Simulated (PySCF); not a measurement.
C3H9BO, SMILES CCBOC.

Geometry optimised at r2SCAN-D4/def2-SVP. This is a generated structure with no PubChem entry under its InChIKey; it may be hypothetical. One conformer was computed; it need not be the lowest.

The numbers are results of TDDFT-PBE/def2-SVPD in PySCF, not measurements.

Vertical excitations. Gas-phase values at a fixed geometry. State labels are in the subgroup Cs.

```tsv
state	symmetry	energy (eV)	λ (nm)	f	main pairs
S1	A"	5.77	215	0.000	HOMO→LUMO 100 %
S2	A'	6.50	191	0.003	HOMO→LUMO+1 99 %
S3	A'	7.17	173	0.001	HOMO→LUMO+2 97 %
S4	A'	7.25	171	0.078	HOMO−1→LUMO 69 %, HOMO−3→LUMO 23 %
S5	A"	7.36	168	0.003	HOMO−2→LUMO 99 %
S6	A'	7.36	168	0.002	HOMO→LUMO+3 96 %
S7	A"	7.49	165	0.007	HOMO−1→LUMO+1 100 %
S8	A'	7.55	164	0.052	HOMO−3→LUMO 73 %, HOMO−1→LUMO 23 %
S9	A"	7.87	157	0.000	HOMO→LUMO+5 81 %, HOMO−4→LUMO 18 %
S10	A'	7.90	157	0.052	HOMO→LUMO+4 98 %
T1	A"	5.31	234	0	HOMO→LUMO 99 %
T2	A'	6.11	203	0	HOMO−1→LUMO 96 %
T3	A'	6.41	193	0	HOMO→LUMO+1 100 %
T4	A"	7.01	177	0	HOMO−2→LUMO 86 %
```
Triplets are in the Tamm–Dancoff approximation, which puts them higher than full response would, so one can lie above its singlet here.
